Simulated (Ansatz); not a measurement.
Zn₄Br₈⁻. The state is a doublet with charge -1. Geometry PBE-D4/def2-SVP; atoms count from 1.

```xyz
12

Zn   -0.403    0.703    2.112
Zn    2.007   -0.143   -0.187
Zn   -0.711   -1.406   -1.810
Zn   -1.647    2.356   -0.650
Br    0.500    0.459    4.221
Br   -2.352    0.374   -2.122
Br   -2.636    1.513    1.630
Br    1.471   -0.422   -2.566
Br    4.095   -0.505    0.712
Br    0.926    2.109    0.393
Br   -1.225   -3.569   -2.466
Br   -0.026   -1.470    0.733
```

Single mean-field runs in def2-TZVP are fitted with def2-universal-jkfit. The structure comes from a short search, and lower isomers may exist.

Q: Estimate the Mulliken populations from the PBE0/def2-TZVP orbitals of Ansatz.

A: 
```csv
atom,charge (e),spin (α − β),d electrons
Zn1,0.53,0.00,10.13
Zn2,0.52,0.01,10.13
Zn3,0.50,0.01,10.13
Zn4,0.21,0.85,10.08
Br5,-0.41,0.00,–
Br6,-0.30,0.05,–
Br7,-0.33,0.05,–
Br8,-0.31,0.00,–
Br9,-0.42,0.00,–
Br10,-0.30,0.03,–
Br11,-0.43,0.00,–
Br12,-0.27,0.00,–
```
Mulliken values depend strongly on the basis.

Q: Where does the spin sit?

A: Summed by element: Zn 0.87, Br 0.13, of 1 unpaired in all. Largest on single atoms: Zn4 0.85, Br6 0.05, Br7 0.05.

Q: And the Mayer bond orders between heavy atoms (over 0.3)?

A: Zn1–Br5 0.94 (2.31 Å); Zn1–Br7 0.63 (2.42 Å); Zn1–Br10 0.41 (2.59 Å); Zn1–Br12 0.41 (2.60 Å); Zn2–Br8 0.60 (2.45 Å); Zn2–Br9 0.93 (2.30 Å); Zn2–Br10 0.44 (2.56 Å); Zn2–Br12 0.41 (2.60 Å); Zn3–Br6 0.61 (2.44 Å); Zn3–Br8 0.53 (2.51 Å); Zn3–Br11 0.92 (2.32 Å); Zn3–Br12 0.38 (2.63 Å); Zn4–Br6 0.52 (2.57 Å); Zn4–Br7 0.47 (2.62 Å); Zn4–Br10 0.31 (2.79 Å).
